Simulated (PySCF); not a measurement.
Mn (manganese, neutral): UHF calculation

Configuration: [Ar] 3d4 4s2 5s1, 5s spin antiparallel (an excited configuration). All numbers are calculated (PySCF 2.14, scalar relativity by spin-free X2C-1e, in aug-cc-pwCVTZ-DK).

- Total energy: -1156.992394 hartree
- One-electron energy: -1584.8951 hartree
- Hartree (Coulomb) energy: 478.9621 hartree
- Exchange energy: -51.0594 hartree
- ⟨S²⟩: 4.7535
- ⟨L²⟩: 6.064
- Sum of ⟨r⟩: 27.51 bohr
- Sum of ⟨r²⟩: 111.6 bohr²
- Traceless quadrupole moment −½Σ⟨3z² − r²⟩ along its main axis: 0.702 e·bohr²
- Langevin diamagnetic susceptibility: -88.4 ×10⁻⁶ cm³/mol

```json
{"shell": "1s β", "electrons": "1", "mean orbital energy (eV)": "-6610.2", "spread (eV)": "0", "rms radius, mean of both spins (bohr)": "0.0703"}
{"shell": "1s α", "electrons": "1", "mean orbital energy (eV)": "-6610.2", "spread (eV)": "0", "rms radius, mean of both spins (bohr)": "0.0703"}
{"shell": "2s α", "electrons": "1", "mean orbital energy (eV)": "-817.94", "spread (eV)": "0", "rms radius, mean of both spins (bohr)": "0.302"}
{"shell": "2s β", "electrons": "1", "mean orbital energy (eV)": "-814.78", "spread (eV)": "0", "rms radius, mean of both spins (bohr)": "0.302"}
{"shell": "2p α", "electrons": "3", "mean orbital energy (eV)": "-691.39", "spread (eV)": "0.015", "rms radius, mean of both spins (bohr)": "0.273"}
{"shell": "2p β", "electrons": "3", "mean orbital energy (eV)": "-688.28", "spread (eV)": "0.952", "rms radius, mean of both spins (bohr)": "0.273"}
{"shell": "3s α", "electrons": "1", "mean orbital energy (eV)": "-122.08", "spread (eV)": "0", "rms radius, mean of both spins (bohr)": "0.905"}
{"shell": "3s β", "electrons": "1", "mean orbital energy (eV)": "-112.63", "spread (eV)": "0", "rms radius, mean of both spins (bohr)": "0.905"}
{"shell": "3p α", "electrons": "3", "mean orbital energy (eV)": "-84.631", "spread (eV)": "1.464", "rms radius, mean of both spins (bohr)": "0.971"}
{"shell": "3p β", "electrons": "3", "mean orbital energy (eV)": "-73.179", "spread (eV)": "2.105", "rms radius, mean of both spins (bohr)": "0.971"}
{"shell": "3d α", "electrons": "4", "mean orbital energy (eV)": "-28.102", "spread (eV)": "1.938", "rms radius, mean of both spins (bohr)": "1.17"}
{"shell": "4s α", "electrons": "1", "mean orbital energy (eV)": "-12.697", "spread (eV)": "0", "rms radius, mean of both spins (bohr)": "2.96"}
{"shell": "4s β", "electrons": "1", "mean orbital energy (eV)": "-11.815", "spread (eV)": "0", "rms radius, mean of both spins (bohr)": "2.96"}
{"shell": "5s β", "electrons": "1", "mean orbital energy (eV)": "-2.401", "spread (eV)": "0", "rms radius, mean of both spins (bohr)": "8.98"}
```

The outer electron is Rydberg-like, and this basis confines it to a smaller radius and binds it less than a complete one would. With the s spin flipped the determinant is a mixture of two multiplicities, not a spectroscopic state.

Densities and radii are taken from the X2C orbitals without a picture-change correction, which distorts them close to the nucleus.

Spin-orbit constants ζ (cm⁻¹) from the X2C one-electron operator on these orbitals: bare nucleus, nucleus screened by l(l+1)(2l+1)/3 electrons, and screened by the Breit-Pauli mean field of the electrons.

```csv
shell,bare,screened nucleus,mean field
2p,59290,54550,n/a
3p,7259,6678,n/a
3d,681.3,408.8,n/a
```
